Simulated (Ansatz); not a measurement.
Cost and result for the atomization energy of `C[O][SnH]([F])[O][SiH3]` (13 atoms, 12 bonds).

Cartesian coordinates in Å:
```
C 0.7844 -0.5935 -1.9501
O 1.2677 -1.3706 -0.8712
Sn 0.3952 -1.3212 0.8527
F -1.4191 -1.8534 0.5527
O 0.2239 0.5186 1.4211
Si -0.8610 1.7334 1.2347
H -0.2409 -0.8643 -2.2243
H 1.4318 -0.7853 -2.8089
H 0.8159 0.4798 -1.7309
H 1.1598 -2.2998 1.9880
H -1.3355 1.8104 -0.1745
H -0.1845 3.0068 1.5892
H -2.0377 1.5390 2.1215
```

Charge 0, multiplicity 1. Correlated methods include outer-core shells of Sn, which these sets cover unevenly. Sn: def2 effective core potential. Geometry: relaxed with PBE0-D4/def2-TZVP. It is one conformer, not always the lowest. Program: Ansatz. All runs use 2 threads of an AMD EPYC 7R13 on a shared host and a share of an NVIDIA H100 80 GB. Times are those of one run each, without the atoms' runs, and a repeat can differ threefold. Electronic energies, without spin–orbit coupling; frozen cores. CCSD(T)/CBS adds CCSD(T) − MP2 in def2-TZVPP to the MP2 limit, and its time is that of the two runs behind it. T1 = 0.014. With those shells the extrapolation isn't a true limit. B3LYP takes the VWN-RPA correlation (the form of Gaussian; ORCA's B3LYP/G).

CCSD(T)/CBS is a level of theory with its own doubt, some kJ/mol a heavy atom from the limit and from the frozen cores, so smaller differences don't rank the functionals.

```json
{"level": "PBE-D4/def2-TZVPP (with forces)", "functions": "314", "wall time": "3.7 s"}
{"level": "r2SCAN-D4/def2-TZVPP (with forces)", "functions": "314", "wall time": "4.3 s"}
{"level": "PBE0-D4/def2-TZVPP", "functions": "314", "wall time": "4.4 s"}
{"level": "B2PLYP/def2-TZVPP", "functions": "314", "wall time": "5.5 s"}
{"level": "B3LYP-D4/def2-TZVPP (with forces)", "functions": "314", "wall time": "6 s"}
{"level": "MP2/def2-QZVPP", "functions": "590", "wall time": "6.5 s"}
{"level": "ωB97X-V/def2-TZVPP", "functions": "314", "wall time": "8 s"}
{"level": "ωB97M-V/def2-TZVPP (with forces)", "functions": "314", "wall time": "11 s"}
{"level": "CCSD(T)/def2-TZVPP", "functions": "314", "wall time": "13 s"}
{"level": "CCSD(T)/CBS(def2)", "functions": "–", "wall time": "20 s"}
```

(1) What atomization energy does each give, and how far from CCSD(T)/CBS? (Estimate.)

Answers

(1) Ansatz gave: 
```
                             level  atomization (kcal/mol)  difference from CCSD(T)/CBS  per bond
   PBE-D4/def2-TZVPP (with forces)                  1071.7                         -2.5      -0.2
r2SCAN-D4/def2-TZVPP (with forces)                  1063.4                        -10.8      -0.9
                PBE0-D4/def2-TZVPP                  1048.4                        -25.8      -2.2
                 B2PLYP/def2-TZVPP                  1049.6                        -24.6      -2.0
 B3LYP-D4/def2-TZVPP (with forces)                  1058.3                        -15.9      -1.3
                    MP2/def2-QZVPP                  1076.9                          2.7       0.2
                ωB97X-V/def2-TZVPP                  1070.9                         -3.3      -0.3
  ωB97M-V/def2-TZVPP (with forces)                  1063.9                        -10.3      -0.9
                CCSD(T)/def2-TZVPP                  1039.4                        -34.8      -2.9
                 CCSD(T)/CBS(def2)                  1074.2                          0.0       0.0
```

The D4 term adds +11.3 kcal/mol with B3LYP and +6.1 kcal/mol with PBE0; it sums over pairs of atoms, weighted by their polarisabilities, and B3LYP, whose exchange is more repulsive, gets the larger term. In def2-TZVPP, CCSD(T) changes the Hartree–Fock value by +284.7 kcal/mol (the triples alone add +16.8 kcal/mol) and MP2 by +300.8 kcal/mol; breaking electron pairs costs correlation energy, which Hartree–Fock lacks. From PBE to PBE0 (25 % exact exchange), in def2-TZVPP and without D4, the atomization energy moves by −22.4 kcal/mol: exact exchange takes away binding that semilocal exchange gives to molecules.

Spin–orbit coupling would lower the free Sn atoms strongly, and the atomization energy with them, by more than many differences here. For some Ge, Se and Sn compounds the MP2-based and the directly extrapolated limit differ by 10 to 25 kJ/mol.
